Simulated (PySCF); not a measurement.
## Radial density of Cu³⁺ (copper, charge +3)

HSE06, [Ar] 3d8, high-spin 3F determinant. Computed with PySCF 2.14 in aug-cc-pwCVTZ-PP with ECP10MDF (8s8p7d4f3g, 122 functions), with scalar relativity through the core potential. This is the valence pseudo-density: the core potential removes the inner electrons and smooths the orbitals near the nucleus.

```
r (bohr)  4πr²ρ (e/bohr)  4πr²(ρα − ρβ)
 0.00610       1.533e-05         0.0000
  0.0103       4.134e-05         0.0000
  0.0173       0.0001100         0.0000
  0.0290       0.0003943         0.0000
  0.0489        0.003345         0.0006
  0.0822         0.04170         0.0097
   0.138          0.4209         0.0992
   0.232           2.947         0.6076
   0.391           13.48         1.8618
   0.658           21.89         2.3363
    1.11           7.964         1.0453
    1.86          0.8036         0.1411
    3.13         0.01738         0.0026
    5.27       3.337e-05         0.0000
```

Energies and moments cover only the electrons outside the core potential.
